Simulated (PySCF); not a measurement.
WF6, SMILES [F][W]([F])([F])([F])([F])[F], multiplicity 1. Atoms are numbered in the order given.

```xyz
7

W      0.0000     0.0000     0.0000
F      0.0000     1.8613     0.0000
F      0.0000    -1.8613     0.0000
F      0.0000     0.0000    -1.8613
F      1.8613     0.0000     0.0000
F     -1.8613     0.0000     0.0000
F      0.0000     0.0000     1.8613
```

The structure is a stationary point at PBE-D3(BJ)/def2-SVP. The multiplicity is an assumed one; other spin states were not compared. The isomer is the one that the SMILES or the coordinates give; other isomers of the formula were not compared. The def2 effective core potentials stand for the cores of W; spin–orbit coupling is left out.

Method: PySCF with TDA-ωB97X/def2-SVPD.

Vertical excitations; the highest root listed may be one member of a degenerate set.  State labels are in the subgroup D2h.

```
state  symmetry  energy (eV)  λ (nm)      f                                                  main pairs
-----  --------  -----------  ------  -----  ----------------------------------------------------------
S1           Ag         6.13     202  0.000      HOMO−2→LUMO 33 %, HOMO−1→LUMO+1 33 %, HOMO→LUMO+2 33 %
S2          B3g         6.19     200  0.000                        HOMO−2→LUMO+1 50 %, HOMO−1→LUMO 50 %
S3          B3g         6.27     198  0.000                        HOMO−1→LUMO 50 %, HOMO−2→LUMO+1 50 %
S4           Au         6.58     188  0.000    HOMO−7→LUMO+1 33 %, HOMO−6→LUMO+2 33 %, HOMO−8→LUMO 33 %
S5          B2u         6.66     186  0.000                 HOMO−5→LUMO+2, HOMO−3→LUMO (degenerate set)
S6          B1u         6.66     186  0.000               HOMO−3→LUMO+1, HOMO−4→LUMO+2 (degenerate set)
S7          B3u         6.66     186  0.000                 HOMO−5→LUMO+1, HOMO−4→LUMO (degenerate set)
S8           Au         6.66     186  0.000                 HOMO−8→LUMO, HOMO−6→LUMO+2 (degenerate set)
S9           Au         6.66     186  0.000  HOMO−7→LUMO+1, HOMO−6→LUMO+2, HOMO−8→LUMO (degenerate set)
S10         B1u         6.78     183  0.004                      HOMO−4→LUMO+2 42 %, HOMO−3→LUMO+1 42 %
T1           Ag         5.66     219      0    HOMO−1→LUMO+1, HOMO→LUMO+2, HOMO−2→LUMO (degenerate set)
T2           Ag         5.66     219      0                   HOMO−2→LUMO, HOMO→LUMO+2 (degenerate set)
T3           Ag         5.79     214      0      HOMO−2→LUMO 33 %, HOMO→LUMO+2 33 %, HOMO−1→LUMO+1 33 %
T4          B1g         6.08     204      0                        HOMO−1→LUMO+2 49 %, HOMO→LUMO+1 49 %
```
Triplets are in the Tamm–Dancoff approximation.
